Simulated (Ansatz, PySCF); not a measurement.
MoO2, SMILES [O]=[Mo]=[O] (connectivity only; charge and spin as stated), neutral, multiplicity 3. Atoms are numbered in the order given.

```xyz
3

Mo     0.0000     0.0000    -0.3959
O      0.0000     1.4272     0.5215
O      0.0000    -1.4272     0.5215
```
Charge 0, spin multiplicity 3.

Geometry optimised at B3LYP-D3(BJ)/def2-TZVP. The spin state was assumed, not searched. The def2 effective core potentials stand for the cores of Mo; spin–orbit coupling is left out.

Two levels are set side by side: PBE-D3(BJ)/def2-TZVP (Ansatz, a first-principles code) and B3LYP-D3(BJ)/def2-TZVP (Ansatz). Each level has its own optimised geometry; the coordinates shown are those of the second. Frequencies come from the Hessian of PySCF at each geometry. Differences are taken from unrounded values.

```json
[
 {"quantity": "mean bond length (Å)", "B3LYP-D3(BJ)": "1.697"},
 {"quantity": "bond Mo1–O2 (Å)", "B3LYP-D3(BJ)": "1.697"},
 {"quantity": "bond Mo1–O3 (Å)", "B3LYP-D3(BJ)": "1.697"},
 {"quantity": "highest harmonic wavenumber (cm⁻¹)", "B3LYP-D3(BJ)": "1011"},
 {"quantity": "mean harmonic wavenumber (cm⁻¹)", "B3LYP-D3(BJ)": "758"},
 {"quantity": "zero-point energy (kcal/mol)", "B3LYP-D3(BJ)": "3.25"}
]
```

Question: What does PBE-D3(BJ) give, and how far is it from B3LYP-D3(BJ)? (Estimate from the structure and the level; the computed values follow.)

Answer: 
```csv
quantity,PBE-D3(BJ),PBE-D3(BJ) minus B3LYP-D3(BJ)
mean bond length (Å),1.703,0.007
bond Mo1–O2 (Å),1.703,0.007
bond Mo1–O3 (Å),1.703,0.007
highest harmonic wavenumber (cm⁻¹),984,-28
mean harmonic wavenumber (cm⁻¹),745,-13
zero-point energy (kcal/mol),3.20,-0.06
```

GGA bonds tend to be longer and softer than those of functionals with exact exchange. Differences between two approximate levels are no errors against the true value.
